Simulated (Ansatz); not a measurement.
# Energy profile

The step: SiNH₄Cl ([NH2][SiH2][Cl]) + HF → SiNH₄F ([NH2][SiH2][F]) + HCl; bonds formed: Si1–F7, Cl2–H6; bonds broken: Si1–Cl2, H6–F7 (atoms numbered as in the saddle structure below).

Si1  (-0.406, -0.322, 0.009)
Cl2  (1.351, -1.962, 0.702)
H3  (-0.652, -1.291, -1.086)
H4  (-1.408, -0.538, 1.069)
N5  (-0.346, 1.113, -0.882)
H6  (1.311, -0.569, 1.307)
F7  (0.752, 0.444, 1.271)
H8  (-0.087, 2.013, -0.516)
H9  (-0.515, 1.112, -1.873)
(Å)

Electronic energies by CCSD(T) at an estimated basis limit (MP2 extrapolated from triple and quadruple zeta, plus CCSD(T) − MP2 in triple zeta), on PBE0-D4/def2-TZVP structures; SiNH₅ClF, singlet; no counterpoise correction. Ansatz 0.2.0; basis: def2-TZVPP and def2-QZVPP; cores frozen in the correlated methods. Extrapolation: Hartree–Fock as exp(−7.88 √X), correlation as X^−2.97.

(1) Give the profile in kcal/mol, counted from the separated reactants. (An estimate is asked for; the value comes from the calculation.)

No T1 diagnostic of these runs exceeds 0.012.

## Answers

(1) Computed:
```json
{"point": "separated: SiNH₄Cl (linked as [NH2][SiH2][Cl]; Si1, Cl2, H3, H4, N5, H8, H9; singlet) + HF (H6, F7; singlet)", "kcal/mol": "0.00"}
{"point": "start structure", "kcal/mol": "-5.21"}
{"point": "saddle", "kcal/mol": "24.26"}
{"point": "end structure", "kcal/mol": "-13.91"}
{"point": "separated: SiNH₄F (linked as [NH2][SiH2][F]; Si1, H3, H4, N5, F7, H8, H9; singlet) + HCl (Cl2, H6; singlet)", "kcal/mol": "-10.13"}
```

For scale, one of the runs: CCSD(T)/def2-TZVPP, 216 basis functions, launched by `ansatz run in.yaml --threads 4 --pin off --events-out ev --progress --plain --max-ram 9574MiB`. Hardware: 4 CPU threads of an Arm Neoverse V2, shared host. Wall time 52 s; peak host memory 3.1 GiB.
